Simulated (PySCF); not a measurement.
Al(H)2(OH), SMILES [OH][AlH2] (H₃AlO), PBE0/def2-SVP optimised geometry.

```
5

Al    -0.17    -0.48     0.00
H      1.42    -0.48     0.00
H     -1.03    -1.81     0.00
O     -0.96     0.98     0.00
H     -1.42     1.81     0.00
```

Density from PBE0/def2-TZVP run with PySCF at that geometry.

Minimum of the electron density along straight lines between bonded atoms, close to the bond critical point (lines longer than 1.1 times the sum of covalent radii, or with two minima, are not listed):

```json
[
 {"bond": "Al1–H2", "length / Å": "1.585", "ρ at the minimum / e bohr⁻³": "0.083", "∇²ρ there / e bohr⁻⁵": "0.21", "position (fraction from the first atom)": "0.50"},
 {"bond": "Al1–H3", "length / Å": "1.585", "ρ at the minimum / e bohr⁻³": "0.083", "∇²ρ there / e bohr⁻⁵": "0.20", "position (fraction from the first atom)": "0.50"},
 {"bond": "Al1–O4", "length / Å": "1.668", "ρ at the minimum / e bohr⁻³": "0.107", "∇²ρ there / e bohr⁻⁵": "0.89", "position (fraction from the first atom)": "0.43"},
 {"bond": "O4–H5", "length / Å": "0.947", "ρ at the minimum / e bohr⁻³": "0.363", "∇²ρ there / e bohr⁻⁵": "-2.58", "position (fraction from the first atom)": "0.82"}
]
```
